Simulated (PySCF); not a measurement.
# Correlation energy of Cl³⁺ (chlorine, charge +3)

[Ne] 3s2 3p2, high-spin 3P determinant. Calculation: PySCF 2.14, in x2c-TZVPPall with one added diffuse shell each of s, p, d type (6s6p4d1f, 51 functions); scalar relativity by spin-free X2C-1e. Frozen: 1s2; 12 electrons correlated.

| level | correlation energy (mhartree) |
| --- | --- |
| CCSD | -255.77 |
| (T) | -3.44 |
| CCSD(T) | -259.21 |

Diagnostics: T1 = 0.0049, D1 = 0.0212, largest double amplitude 0.098.

Problem. Is a single reference adequate?

Solution. Mostly. T1 lies below 0.03, but a double amplitude of this size points to a near-degeneracy that CCSD handles and MP2 describes poorly.

This basis was not built for core-valence correlation, so the inner-shell part is incomplete.
